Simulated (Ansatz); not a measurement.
C$_{2}$H$_{8}$OSi (`CCO[SiH3]`). Charge 0, multiplicity 1.

```xyz
12

C     1.257    0.452    1.387
C     0.423    0.538    0.134
O    -0.371   -0.629    0.019
Si   -1.404   -0.869   -1.235
H     1.910   -0.421    1.353
H     1.877    1.346    1.492
H     0.616    0.368    2.267
H     1.070    0.636   -0.748
H    -0.223    1.426    0.166
H    -0.673   -0.869   -2.534
H    -2.434    0.206   -1.290
H    -2.047   -2.184   -1.009
```

(1) Give the diagnostics of a CCSD(T)/def2-TZVPP run (frozen core, Ansatz 0.2.0). (An estimate is asked.)

## Answers

(1) Computed: T1 = 0.0105, largest single amplitude 0.011, largest double 0.015, (T) share of the correlation energy 3.4 %, 9 CCSD cycles. The RHF solution is stable towards an unrestricted one. T1 lies under the customary mark of 0.02 for closed shells.
